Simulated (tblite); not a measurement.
Isomers of C8H10FP. Level: GFN2-xTB in tblite, geometry and Hessian alike; calculated harmonic values, unscaled, isolated species. Errors from tens to a few hundred cm⁻¹ against measured bands are possible. Modes of hydrogen on phosphorus can be 10 to 20 % off. One conformer each.

Electronic energies: GFN2-xTB at the same geometries; isomer energies are rough at this level and their order can be wrong.

| SMILES | electronic energy, lowest = 0 (kcal/mol) |
| --- | --- |
| CP(C)c1ccc(F)cc1 | 0.0 |
| CCPc1ccc(F)cc1 | 0.7 |
| CC(C)c1cccc(F)p1 | 2.3 |
| C=[P@]1(C#CC)CC=C(F)C1 | 76.6 |

Problem. How do GFN2-xTB zero-point energies change the relative energies?

Solution. 
```csv
SMILES,ZPE (kcal/mol),of it from modes above 1550 cm⁻¹,electronic (kcal/mol),"with ZPE, lowest = 0 (kcal/mol)",lowest mode (cm⁻¹),rings
CP(C)c1ccc(F)cc1,96.5,48.0,0.0,0.0,17,1
CCPc1ccc(F)cc1,96.5,46.8,0.7,0.8,26,1
CC(C)c1cccc(F)p1,98.6,45.5,2.3,4.4,27,1
C=[P@]1(C#CC)CC=C(F)C1,93.5,48.5,76.6,73.6,17,1
```

The zero-point energies span 5.1 kcal/mol, from `C=[P@]1(C#CC)CC=C(F)C1` to `CC(C)c1cccc(F)p1`. The order is unchanged.
